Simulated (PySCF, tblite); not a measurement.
Species: C6H6F2Si.
Atom-mapped SMILES: `[CH:1]#[C:2][C@@:3]1([F:4])[CH2:5][CH:6]=[C:7]1[SiH2:8][F:9]` (hydrogens: H10 on C1; H11, H12 on C5; H13 on C6; H14, H15 on Si8)

Geometry (GFN2-xTB, Å), atoms numbered from 1 in this order:
```xyz
15
C6H6F2Si angstrom
C      2.4916    1.4167   -0.4535
C      1.6378    0.5985   -0.6410
C      0.6007   -0.3795   -0.8669
F      0.4325   -0.5870   -2.2270
C      0.7187   -1.6999   -0.0506
C     -0.5535   -1.2559    0.6094
C     -0.7014   -0.1360   -0.1100
Si    -1.9388    1.2530   -0.2597
F     -3.0058    1.0199    0.9264
H      3.2423    2.1301   -0.2855
H      0.6314   -2.5893   -0.6729
H      1.6012   -1.7780    0.5840
H     -1.1320   -1.7027    1.3968
H     -2.7086    1.1758   -1.4912
H     -1.3206    2.5423    0.0143
```

Method used: CAM-B3LYP/def2-SVPD in PySCF (dipole) on a GFN2-xTB geometry, gas phase.

Take the most abundant isotopes and a rigid rotor. The values belong to one conformer with, in the numbering `[CH:1]#[C:2][C@@:3]1([F:4])[CH2:5][CH:6]=[C:7]1[SiH2:8][F:9]`, C6–C7–Si8–F9 7°.

Problem. What are A, B and C (MHz)?

Solution. Ia = 237.13, Ib = 554.74, Ic = 623.74 u·Å²; 505379 MHz·u·Å²/I gives A = 2131, B = 911.0, C = 810.2 MHz.

Problem. What kind of rotor is it?

Solution. An asymmetric top; Ray's κ = -0.847.

Problem. What does the inertial defect say?

Solution. Not planar: Δ = Ic − Ia − Ib = -168.13 u·Å². For a rigid frame Δ = −2 Σ m c², so Σ m c² = 84.07 u·Å² lies off the ab plane: 8.86 from hydrogen and 75.20 from heavier atoms. The atom farthest from that plane is 1.79 Å away.

Problem. Give the other two planar moments, Paa and Pbb, and the rms extents of the mass along the axes.

Solution. Paa = Σ m a² = (Ib + Ic − Ia)/2 = 470.68 and Pbb = Σ m b² = (Ia + Ic − Ib)/2 = 153.07 u·Å². With the mass M = 144.02 u, the rms extents √(P/M) along a, b and c are 1.81, 1.03, 0.76 Å.

Problem. Which types of transition are allowed, and where do some lines up to J = 2 fall?

Solution. The dipole components are |μa| = 1.10 D, |μb| = 0.10 D, |μc| = 1.38 D. The squared components, which scale the intensities, stand as 0.64 : 0.01 : 1.00 (a : b : c). Some lines, for components of 0.1 D or more:

| type | branch | J(Ka,Kc) | MHz | lower level (cm⁻¹) |
| --- | --- | --- | --- | --- |
| a | Q | 2(1,1) ← 2(1,2) | 302 | 0.210 |
| c | Q | 2(1,2) ← 2(0,2) | 1125 | 0.172 |
| c | Q | 1(1,1) ← 1(0,1) | 1220 | 0.057 |
| b | Q | 1(1,0) ← 1(0,1) | 1321 | 0.057 |
| b | Q | 2(1,1) ← 2(0,2) | 1428 | 0.172 |
| a | R | 1(0,1) ← 0(0,0) | 1721 | 0.000 |
| b | R | 2(0,2) ← 1(1,1) | 2216 | 0.098 |
| b | R | 1(1,1) ← 0(0,0) | 2941 | 0.000 |
| c | R | 1(1,0) ← 0(0,0) | 3042 | 0.000 |
| a | R | 2(1,2) ← 1(1,1) | 3342 | 0.098 |
| a | R | 2(0,2) ← 1(0,1) | 3437 | 0.057 |
| a | R | 2(1,1) ← 1(1,0) | 3543 | 0.101 |
| c | Q | 2(2,1) ← 2(1,1) | 3661 | 0.220 |
| b | Q | 2(2,0) ← 2(1,1) | 3667 | 0.220 |
| b | Q | 2(2,1) ← 2(1,2) | 3963 | 0.210 |
| b | R | 2(1,2) ← 1(0,1) | 4562 | 0.057 |
| c | R | 2(1,1) ← 1(0,1) | 4864 | 0.057 |
| b | R | 2(2,1) ← 1(1,0) | 7204 | 0.101 |
| c | R | 2(2,1) ← 1(1,1) | 7305 | 0.098 |
| b | R | 2(2,0) ← 1(1,1) | 7311 | 0.098 |

Its GFN2-xTB frequencies are all real (lowest 34 cm⁻¹). Constants of a rigid frame at the computed geometry: no zero-point averaging, no centrifugal distortion.

The run took 1.7 min of wall time on Intel Xeon at 2.70 GHz, one thread, no GPU (shared host), and the process peaked at 1.1 GiB of memory. This is the CAM-B3LYP/def2-SVPD job that gave the dipole, with the excitations it also computed.
